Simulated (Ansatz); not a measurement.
Relaxation of GaH$_{5}$OS (8 atoms, charge 0, multiplicity 1), to a largest force component of 0.03 eV/Å in at most 50 steps.

The calculation used RKS PBE-D4/def2-SVP (Ansatz).

```xyz
8
Properties=species:S:1:pos:R:3
Ga -1.289 -0.434 -0.197
S 1.637 1.588 -0.404
H -1.065 -0.999 -1.641
H -2.423 0.485 0.393
H 1.437 0.498 0.393
O -0.039 -1.114 1.001
H 1.972 0.791 -1.456
H -0.230 -0.815 1.910
```

Where does it end, and by what steps?

It converged. After 19 steps the energy has fallen by 0.831 eV; H5 moved furthest, 1.08 Å. Parted: S2–H5 (1.36 → 2.40 Å). Joined: Ga1–S2 (3.56 → 2.30 Å), H5–O6 (2.27 → 1.00 Å).

| step | energy less start (eV) | largest force component (eV/Å) | accepted |
| --- | --- | --- | --- |
| 0 | 0.0000 | 0.578 | yes |
| 1 | -0.0861 | 0.243 | yes |
| 2 | -0.1553 | 0.328 | yes |
| 3 | -0.1889 | 0.372 | yes |
| 4 | -0.2023 | 0.175 | yes |
| 5 | -0.2056 | 0.063 | yes |
| 6 | -0.2074 | 0.057 | yes |
| 7 | -0.2089 | 0.080 | yes |
| 8 | -0.2122 | 0.073 | yes |
| 9 | -0.2142 | 0.487 | yes |
| 10 | -0.2524 | 0.813 | yes |
| 11 | -0.4423 | 1.483 | yes |
| 12 | -0.5661 | 3.202 | yes |
| 13 | -0.6564 | 1.491 | yes |
| 14 | -0.7910 | 0.718 | yes |
| 15 | -0.8193 | 0.143 | yes |
| 16 | -0.8247 | 0.194 | yes |
| 17 | -0.8297 | 0.047 | yes |
| 18 | -0.8303 | 0.047 | yes |
| 19 | -0.8305 | 0.016 | yes |

```xyz
8
Properties=species:S:1:pos:R:3
Ga -0.821 0.072 -0.522
S 0.970 1.508 -0.607
H -0.888 -1.024 -1.644
H -2.012 0.680 0.316
H 0.989 -0.284 0.990
O 0.264 -0.963 1.076
H 1.641 0.797 -1.557
H -0.144 -0.786 1.948
```

Whether the end is a true minimum wasn't checked by a vibrational analysis.

The run took 25 s on 2 threads of Intel(R) Xeon(R) Platinum 8488C (Sapphire Rapids), with other jobs on the host, peak memory 0.15 GiB.
